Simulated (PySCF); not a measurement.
Ge(F)(Cl)(NH2)2 (ClFGeH4N2), SMILES [NH2][Ge]([NH2])([F])[Cl].

The structure is a stationary point at TPSSh-D3(BJ)/def2-SVP. One conformer was computed; it need not be the lowest.

Computed with PBE0/def2-TZVP (PySCF).

Computed frontier levels, gap, dipole moment and polarisability:
The highest occupied level is -8.18 eV and the lowest empty level comes out as -0.33 eV. The orbital gap is 7.85 eV and the dipole moment comes out as 3.32 D. The quadrupole, principal values (traceless, Buckingham form, about the centre of nuclear charge) is -9.03, -0.05, 9.08 D·Å. The mean static polarisability is 53.4 bohr³ (7.92 Å³) and the polarisability, principal values is 45.2, 53.0, 62.1 bohr³.
